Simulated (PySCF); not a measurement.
Ligands exchanged one at a time, Ge H-SiH3. Gas-phase values, no solvent. Strings in code marks are SMILES.

The numbers are results of ωB97X-D3(BJ)/def2-TZVP // PBE0-D3(BJ)/def2-SVP (PySCF), not measurements. Excitations are Tamm–Dancoff values on a coarser integration grid. The basis has no diffuse functions, so Rydberg states are missing or too high.

| species | T1 excitation (TDA) (eV) | dipole moment (D) | S1–T1 gap (TDA) (eV) | S1 oscillator strength |
|---|---|---|---|---|
| 0 of 4 H replaced by SiH3 (`[GeH4]`) | – | 0.00 | – | – |
| 1 of 4 H replaced by SiH3 | 6.86 | (withheld) | (withheld) | 0.031 |
| 2 of 4 H replaced by SiH3 (`[SiH3][GeH2][SiH3]`) | 6.23 | 0.01 | (withheld) | 0.181 |
| 3 of 4 H replaced by SiH3 (`[SiH3][GeH]([SiH3])[SiH3]`) | 6.24 | 0.13 | 0.64 | 0.000 |

Question: Fill in the missing entries.

Answer: 
- 1 of 4 H replaced by SiH3, dipole moment (D): 0.11
- 1 of 4 H replaced by SiH3, S1–T1 gap (TDA) (eV): 0.91
- 2 of 4 H replaced by SiH3 (`[SiH3][GeH2][SiH3]`), S1–T1 gap (TDA) (eV): 0.96
